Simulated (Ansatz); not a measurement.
Compare A (`F[SiH2][GeH2][SiH3]`) with its isomer B (`F[SiH]([SiH3])[GeH3]`).

Gas-phase electronic energies from Ansatz, PBE0-D4/def2-TZVP geometries. CBS: MP2 limit from def2 TZ/QZ plus the TZ coupled-cluster correction, frozen cores. DFT in def2-TZVPP. B3LYP here is the variant with VWN-RPA as its local correlation; programs differ in this. For Ge outer-core shells are correlated without core-valence functions, which leaves a few kJ/mol of doubt a bond. Scalar relativity is left out up to krypton. One conformer a species, not always the lowest.

Task: Which is lower in electronic energy at CCSD(T)/CBS, and by how much? (Best estimate.)

Result: Ansatz gave: A, by 5.9 kcal/mol.

Task: Give E(B) − E(A) in kcal/mol with ωB97M-V, PBE0-D4, CCSD/def2-TZVPP, B3LYP, PBE-D4, MP2/def2-TZVPP, r2SCAN-D4. (Estimate.)

Result: Ansatz gave: ωB97M-V 5.9, PBE0-D4 4.7, CCSD/def2-TZVPP 5.9, B3LYP 5.4, PBE-D4 4.2, MP2/def2-TZVPP 6.8, r2SCAN-D4 5.0. None reverses the order clearly.

Largest T1 diagnostic: 0.013.
